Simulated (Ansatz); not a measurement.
Reaction (formal exchange of groups at the Si–Cl bond): `C=C[SiH](O)Cl` + `O[SiH2]C(F)Cl` → `C=C[SiH](O)[SiH2]O` + `FC(Cl)Cl`

Calculated with Ansatz (gas phase, PBE0-D4/def2-TZVP geometries, no zero-point term in ΔE). CCSD(T)/CBS adds triple-zeta CCSD(T) − MP2 to the extrapolated MP2 energy (def2 sets, frozen cores). Functionals use def2-TZVPP. Each species was taken in one conformer, which may not be the lowest.

```json
{"species": "`C=C[SiH](O)Cl`", "ωB97X-V energy (Eh)": "-904.14934"}
{"species": "`O[SiH2]C(F)Cl`", "ωB97X-V energy (Eh)": "-965.24446"}
{"species": "`C=C[SiH](O)[SiH2]O`", "ωB97X-V energy (Eh)": "-810.47728"}
{"species": "`FC(Cl)Cl`", "ωB97X-V energy (Eh)": "-1058.84679"}
```

Question: Work out ΔE.

Answer: ΔE = (-810.47728) + (-1058.84679) − (-904.14934) − (-965.24446) = 0.06973 Eh = +183.1 kJ/mol. CCSD(T)/CBS gives +188.7 kJ/mol.

Largest T1 diagnostic among the species: 0.012.

From PBE to PBE0 (25 % exact exchange), in def2-TZVPP and without D4, ΔE moves by +9.9 kJ/mol. In def2-TZVPP, CCSD(T) changes the Hartree–Fock value by −18.6 kJ/mol (the triples alone add −3.1 kJ/mol) and MP2 by −10.0 kJ/mol.
